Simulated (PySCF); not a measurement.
Assigning NMR signals

Atoms are numbered as in `[O:1]=[CH:2][CH2:3][c:4]1[cH:5][cH:6][cH:7][cH:8][cH:9]1` (H(Xn): hydrogen on atom n).

Non-relativistic Hamiltonian, one computed conformer, equivalent nuclei averaged, no solvent. GFN2-xTB structure; shielding tensors at PBE0/pcSseg-1 (GIAO); PySCF 2.14.

References, each an isolated molecule treated in the same way: TMS for $^{13}$C (186.93 ppm), $^{1}$H (31.72 ppm).

(1) Assign these signals to the numbered atoms. $^{13}$C{$^{1}$H} NMR (computed): δ 201.7, 136.9, 135.5, 135.2, 133.0, 57.1.

(2) Assign these signals to the numbered atoms. $^{1}$H NMR (500 MHz, computed): δ 9.72 (t, 1H), 7.74 (m, 2H), 7.63 (m, 1H), 7.61 (m, 2H), 3.55 (d, 2H).

Results:

(1) 
| δ (ppm) | atoms | environment | reason |
| --- | --- | --- | --- |
| 201.7 | C2 | aldehyde carbonyl carbon | low-lying n→π* states of the double bond to the heteroatom give a large paramagnetic term (-264 ppm) |
| 136.9 | C4 | substituted aromatic carbon | – |
| 135.5 | C5/C9 | aromatic CH | the aromatic region |
| 135.2 | C6/C8 | aromatic CH | – |
| 133.0 | C7 | aromatic CH | – |
| 57.1 | C3 | sp3 CH2 α to a carbonyl | the adjacent C=O deshields it moderately |

C4 and C5/C9; C5/C9 and C6/C8 lie closer than the usual error of such a calculation, so a measured spectrum could show them in the other order.

(2) 
9.72 → H(C2), hydrogen on an aldehyde carbonyl carbon: deshielded by the polar, anisotropic C=O bond
7.74 → H(C6)/H(C8), hydrogen on an aromatic CH: ring-current deshielding
7.63 → H(C7), hydrogen on an aromatic CH
7.61 → H(C5)/H(C9), hydrogen on an aromatic CH
3.55 → H(C3), hydrogen on an sp3 CH2 α to a carbonyl

H(C6)/H(C8) and H(C7); H(C7) and H(C5)/H(C9) lie closer than the usual error of such a calculation, so a measured spectrum could show them in the other order.

Shifts are as computed. Against solution values, carbons near 30 ppm lie about +3 ppm off and those near 130 ppm about +5 ppm. Of 1211 compounds with measured shifts, 218 miss one by over three times the rms of a fit or turn the order of signals round; such compounds aren't used in these exercises. No couplings were computed; multiplicities are counted from neighbouring protons, with m where these are inequivalent, close in shift, in a saturated or five-membered ring or joined by F or P, and br s for small geminal =CH2 splittings.
